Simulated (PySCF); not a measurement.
C5H5F, SMILES C(=C)(F)C=C=C.

Coordinates come from a PBE-D3(BJ)/def2-SVP optimisation. This is a generated structure with no PubChem entry under its InChIKey; it may be hypothetical. Other conformers were not sampled.

All values below come from ωB97X/def2-TZVP (PySCF).

Symmetry labels are those of the subgroup Cs that the program uses (full group Cs).

Computed valence orbital energies around the gap with their symmetry:
```
orbital  symmetry  energy (eV)
-------  --------  -----------
HOMO−7         A"       -15.92
HOMO−6         A"       -15.25
HOMO−5         A'       -15.18
HOMO−4         A'       -14.06
HOMO−3         A'       -13.40
HOMO−2         A"       -11.50
HOMO−1         A'       -10.48
HOMO           A"        -9.03
LUMO           A"         1.07
LUMO+1         A'         2.07
LUMO+2         A'         3.84
LUMO+3         A"         4.03
```
